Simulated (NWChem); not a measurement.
# ZnO; SMILES [O]=[Zn]

```xyz
2

Zn     0.0000     0.0000    -0.3820
O      0.0000     0.0000     1.3120
```
Atoms are numbered in this order, from 1.

The geometry was optimised at PBE0/def2-SVP.

Problem. Give the principal values of the shielding tensors (ppm) of Zn1, O2 from PBE0/pcSseg-2, GIAO (NWChem), with their diamagnetic and paramagnetic parts as GIAO splits them.

Solution. 
| atom | σ11 | σ22 | σ33 | isotropic | diamagnetic | paramagnetic |
|---|---|---|---|---|---|---|
| Zn1 | 2524.7 | 3930.1 | 3930.1 | 3461.7 | 2522.5 | 939.2 |
| O2 | -3446.8 | -3446.8 | 419.8 | -2158.0 | 392.6 | -2550.6 |
